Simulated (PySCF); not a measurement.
From computed data to an observable: chemical shift, span and skew from a shielding tensor

C₂H₇AlSe, SMILES [CH3][Al]([CH3])[SeH]. Atoms are numbered in the order given.

```xyz
11

Al    -0.7745     0.5572    -0.1988
C     -2.5430    -0.2868    -0.1089
H     -2.5048    -1.3549     0.1605
H     -3.0667    -0.2042    -1.0787
H     -3.1823     0.2234     0.6346
C     -0.4521     2.4398    -0.6589
H      0.1861     2.5294    -1.5562
H      0.0767     2.9669     0.1554
H     -1.3880     2.9884    -0.8591
Se     1.0554    -0.8113     0.2841
H      2.0322     0.2726     0.0762
```

Geometry optimised at TPSSh-D3(BJ)/def2-SVP. The structure was generated by enumeration; whether it is a known compound was not checked. One conformer was computed; it need not be the lowest.

GIAO shieldings from PySCF with PBE0/pcSseg-1, non-relativistic, no solvent. The symmetric part of the tensor of C2 has the principal values 183.4, 192.3, 195.3 ppm. The same nucleus in TMS has σ = 186.3 ppm at this level (PySCF, at its B3LYP-D3(BJ)/def2-TZVP geometry).

Work out the isotropic shielding, the ¹³C shift against TMS, the span and the skew.


σ(iso) = (σ11 + σ22 + σ33)/3 = 190.3 ppm. δ = σ(ref) − σ(iso) = 186.3 − (190.3) = -4.0 ppm.
Span Ω = σ33 − σ11 = 11.9 ppm. Skew κ = 3(σ(iso) − σ22)/Ω = -0.50. Tumbling in solution averages the tensor to δ; in a static solid the shielding alone would spread this spin-1/2 line over Ω.
